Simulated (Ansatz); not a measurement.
Basis-set extrapolation for CH$_{5}$AlBNO, SMILES `N[BH][Al]1[CH2][O]1` (PBE0-D4/def2-TZVP geometry, frozen core, Ansatz 0.2.0). Multiplicity 1, RHF reference.

```json
{"": "HF", "def2-TZVPP": "-436.775719", "def2-QZVPP": "-436.792186"}
{"": "MP2 correlation", "def2-TZVPP": "-0.789731", "def2-QZVPP": "-0.846311"}
{"": "CCSD(T) correlation", "def2-TZVPP": "-0.856221", "def2-QZVPP": "not run"}
```

Energies in hartree. Use E(X) = E(∞) + A·exp(−7.88·√X) for Hartree–Fock and E(X) = E(∞) + B·X^(−2.97) for correlation, with X = 3 and 4, and add CCSD(T) minus MP2 of the smaller set to the MP2 limit.

**Question.** What is the CCSD(T) energy at the basis-set limit?

**Answer.** HF limit: -436.792186 + (-0.016467) × 0.13774 = -436.79445. MP2 limit: -0.846311 + (-0.056580) × 0.74074 = -0.88822. Higher-order term: -0.856221 − (-0.789731) = -0.06649. Total: -437.74916 hartree, 3.19 eV below CCSD(T)/def2-TZVPP.
